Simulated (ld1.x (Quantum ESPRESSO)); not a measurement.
# Which change was made? (Ca, ultrasoft)

Ca, ultrasoft, made with ld1.x (Quantum ESPRESSO) 7.5 (PBEsol, scalar-relativistic). Core [Ne], reference 3s2 3p6 3d0 4s2 4p0. Waves: 3s (bound): rcut 1.55, rcutus 1.65 bohr; 4s (bound): rcut 1.55, rcutus 1.65 bohr; 3p (bound): rcut 1.95, rcutus 2.20 bohr; 4p (bound, empty): rcut 1.95, rcutus 2.20 bohr; 3d (bound, empty): rcut 2.65, rcutus 3.30 bohr; 3d channel at 0.2 Ry: rcut 2.65, rcutus 3.30 bohr. Local part: all-electron potential smoothed inside 3.25 bohr (lloc = -1). Core correction: none. Augmentation charge: built from norm-conserving waves at rcut, not smoothed further.

Cutoffs, loose and tight: the cutoffs (Ry, on a coarse ladder) from which the occupation-weighted sum of valence levels, in a spherical-Bessel basis at the reference potential, stays within 10 and 1 mRy of its value at 400 Ry. They do not see the model core or the augmentation charge, which bear on the density cutoff. Test errors are all-electron minus pseudo excitation energies from the reference, over the configurations 3s2 3p6 3d0 4s1 4p0; 3s2 3p6 3d0 4s0 4p0; 3s2 3p6 3d0 4s1.5 4p0; 3s2 3p6 3d0.5 4s1.5 4p0; 3s2 3p6 3d0 4s1 4p1; 3s2 3p6 3d0 4s0 4p2; 3s2 3p6 3d1 4s1 4p0; variants that change the core or the reference have their own tests. The largest error is taken over the tests solved by every variant that gives reliable tests at all, those not shown here included: 3s2 3p6 3d0 4s1 4p0; 3s2 3p6 3d0 4s1.5 4p0; 3s2 3p6 3d0.5 4s1.5 4p0; 3s2 3p6 3d1 4s1 4p0.

The base gives: outcome: generated, misses its reference levels by 1.79 eV; bound ghosts: not determined; largest test error (meV): +1110.

Question: After one change the result is: outcome: generated, misses its reference levels by 0.72 eV; cutoff, loose: 35 Ry; cutoff, tight: 60 Ry; bound ghosts: none; largest test error (meV): -1143. Which change was it?
A. waves 3s (bound): rcut 1.26, rcutus 1.34 bohr; 4s (bound): rcut 1.26, rcutus 1.34 bohr
B. type TM; waves now 3s (bound): rc 1.65 bohr; 3p (bound): rc 2.20 bohr; 3d (bound): rc 3.30 bohr; local potential the d channel
C. core correction a·sin(br)/r model core inside 1.10 bohr

Answer: B. The others give: core correction a·sin(br)/r model core inside 1.10 bohr → outcome: generated, misses its reference levels by 1.78 eV; bound ghosts: not determined; largest test error (meV): +1107 | waves 3s (bound): rcut 1.26, rcutus 1.34 bohr; 4s (bound): rcut 1.26, rcutus 1.34 bohr → outcome: generated; bound ghosts: not determined; largest test error (meV): -40.
